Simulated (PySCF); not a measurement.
C₃HF₄, multiplicity 2. Atoms are numbered in the order given.

```xyz
8

F      0.2617     2.8980     0.0000
C     -0.2918     1.6911     0.0000
C      0.3956     0.5691     0.0000
C      0.0544    -0.8671     0.0000
F      0.5376    -1.4945    -1.0805
F      0.5376    -1.4945     1.0805
F     -1.2877    -1.0284     0.0000
H     -1.3911     1.7170     0.0000
```
Charge 0, spin multiplicity 2.

Geometry: B3LYP-D3(BJ)/def2-SVP. The isomer is the one that the SMILES or the coordinates give; other isomers of the formula were not compared.

All values below come from PBE/def2-TZVP (PySCF).

Isolated molecule, no solvent.

Estimate the frontier levels, dipole moment and polarisability. (An estimate is asked for; the answer gives what the named calculation found.)


```
Item                                                                                                            Result
---------------------------------------------------------------------------------------------  -----------------------
α spin, highest occupied and lowest empty level                                                     -7.24 and -1.88 eV
β spin, highest occupied and lowest empty level                                                     -7.27 and -4.90 eV
dipole moment                                                                                                0.282 e·Å
quadrupole, principal values (traceless, Buckingham form, about the centre of nuclear charge)   -3.92, -0.33, 4.25 D·Å
mean static polarisability                                                                        39.8 bohr³ (5.90 Å³)
polarisability, principal values                                                                30.5, 34.9, 53.9 bohr³
⟨S²⟩                                                                                           0.758 (pure state 0.75)
```
